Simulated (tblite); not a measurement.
Compound: C4H6F2OSi.
Geometry (GFN2-xTB, Å), atoms numbered from 1 in this order:
```
atom  x, y, z in Å
O1     1.054    2.259    0.256
C2     0.124    1.490    0.275
C3     0.344    0.075   -0.045
Si4    2.185   -0.219   -0.428
C5    -0.620   -0.845   -0.061
C6    -2.071   -0.576    0.246
F7    -2.230   -0.070    1.498
F8    -2.594    0.354   -0.598
H9    -0.892    1.828    0.529
H10    2.535    0.580   -1.597
H11    2.953    0.120    0.763
H12    2.303   -1.650   -0.728
H13   -0.391   -1.872   -0.305
H14   -2.700   -1.476    0.173
```

Computed values, GFN2-xTB/tblite, gas phase, harmonic and unscaled. Against measured fundamentals such values can be off by several per cent, at times by over 20. Modes of hydrogen on silicon can be 10 to 20 % off. One conformer, not necessarily the lowest.

Harmonic wavenumbers (cm⁻¹): 35.0, 71.6, 123.9, 143.1, 145.3, 162.1, 250.5, 313.6, 444.0, 468.0, 512.6, 563.6, 586.2, 619.8, 747.0, 766.1, 780.0, 795.8, 798.6, 932.7, 938.0, 1003.3, 1086.4, 1134.1, 1261.3, 1280.5, 1296.5, 1367.0, 1662.7, 1722.8, 2240.8, 2314.5, 2322.0, 2849.6, 2901.9, 3076.6.

A = 2916, B = 985.0, C = 855.2 MHz; mass 136.016 u (most abundant isotopes); point group Cs, symmetry number 1.

Q: What is the zero-point energy?

A: Half the sum of the wavenumbers: 18859 cm⁻¹ = 225.60 kJ/mol.

Q: What is S at 350 K and 1 bar for an ideal gas of classical rigid rotors and harmonic oscillators?

A: Translation 173.46, rotation 124.43, vibration 141.71: S = 439.6 J/(mol K).

Q: And Cp and H(350 K) − H(0)?

A: Cp = 166.93 J/(mol K), of which vibrations give 133.67 (their classical limit is 36 R = 299.3); H(350 K) − H(0) = 36.67 kJ/mol without the zero-point energy, 25.03 from vibrations.

Q: What must be added to the electronic energy to get the Gibbs energy at 350 K and 1 bar?

A: ZPE + [H(350 K) − H(0)] − T·S = 225.60 + 36.67 − 153.86 = 108.41 kJ/mol.

Q: How do the functions run with temperature in this model?

A: 
```json
{"T (K)": "100", "S (J/(mol K))": "295.3", "Cp (J/(mol K))": "79.4", "H − H(0) (kJ/mol)": "5.59", "G − H(0) (kJ/mol)": "-23.93", "ln q(vib)": "1.97"}
{"T (K)": "200", "S (J/(mol K))": "361.4", "Cp (J/(mol K))": "115.7", "H − H(0) (kJ/mol)": "15.34", "G − H(0) (kJ/mol)": "-56.93", "ln q(vib)": "4.65"}
{"T (K)": "300", "S (J/(mol K))": "415.1", "Cp (J/(mol K))": "151.1", "H − H(0) (kJ/mol)": "28.71", "G − H(0) (kJ/mol)": "-95.82", "ln q(vib)": "7.20"}
{"T (K)": "500", "S (J/(mol K))": "505.9", "Cp (J/(mol K))": "205.1", "H − H(0) (kJ/mol)": "64.74", "G − H(0) (kJ/mol)": "-188.23", "ln q(vib)": "12.02"}
{"T (K)": "800", "S (J/(mol K))": "613.8", "Cp (J/(mol K))": "252.7", "H − H(0) (kJ/mol)": "134.14", "G − H(0) (kJ/mol)": "-356.89", "ln q(vib)": "18.52"}
{"T (K)": "1000", "S (J/(mol K))": "672.4", "Cp (J/(mol K))": "272.1", "H − H(0) (kJ/mol)": "186.74", "G − H(0) (kJ/mol)": "-485.66", "ln q(vib)": "22.38"}
```

q(vib) and H(0) count from the zero-point level.

Q: Which modes carry the vibrational entropy at 350 K?

A: 35.0 cm⁻¹: 24.44; 71.6 cm⁻¹: 18.51; 123.9 cm⁻¹: 14.01; 143.1 cm⁻¹: 12.84; 145.3 cm⁻¹: 12.72; 162.1 cm⁻¹: 11.84 J/(mol K); the other 30 give 47.34 together.

Hindered rotation and anharmonicity are outside this model. Other conformers, if any are populated, would add a mixing term that is left out.
